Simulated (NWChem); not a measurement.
Molecule: SnCl₄; SMILES [Cl][Sn]([Cl])([Cl])[Cl]

Program: NWChem. Structure relaxed at the PBE-D3(BJ)/def2-SVP level. No frequency run checked for a minimum. def2 effective core potentials on Sn; no spin-orbit coupling. Total energies compare along this basis series because the functional is fixed.

| level | basis functions | energy (Ha) | highest occupied level (eV) | orbital gap (eV) | relative time |
|---|---|---|---|---|---|
| Hartree-Fock/def2-SVP | 98 | -2050.9481 | -13.09 | 13.18 | 1 |
| Hartree-Fock/def2-SVPD | 140 | -2050.9747 | -13.26 | 12.86 | 2 |
| Hartree-Fock/def2-TZVP | 198 | -2051.5917 | -13.19 | 13.16 | 4 |
| Hartree-Fock/def2-TZVPD | 240 | -2051.5933 | -13.19 | 12.98 | 8 |
| Hartree-Fock/def2-TZVPP | 218 | -2051.5919 | -13.18 | 13.17 | 4 |

The last column is a rough cost ratio, cheapest run = 1.
